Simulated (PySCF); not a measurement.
B(F)(Me)(SMe) (C2H6BFS), SMILES CSB(F)C.

The structure is a stationary point at PBE0-D3(BJ)/def2-SVP. Other conformers were not sampled.

Two levels are set side by side: PBE/def2-TZVP (PySCF) and M06-2X/def2-TZVP (PySCF). Same geometry, gas phase. Differences are taken from unrounded values.

| quantity | M06-2X | PBE | PBE minus M06-2X |
|---|---|---|---|
| orbital gap (eV) | 9.32 | 5.15 | -4.17 |
| highest occupied level (eV) | -8.58 | -6.21 | 2.37 |
| lowest empty level (eV) | 0.74 | -1.07 | -1.81 |
| dipole moment (D) | 2.75 | 2.60 | -0.15 |
| mean polarisability (bohr³) | 57.1 | 59.7 | 2.6 |

PBE's occupied levels lie high since its potential decays too fast outside the molecule; exact exchange lowers them and widens the gap. PBE's more diffuse valence density responds more strongly to a field. Differences between two approximate levels are no errors against the true value.

Rough cost on one machine, each run with all the roots and properties that it gave: M06-2X against PBE about 4 times.
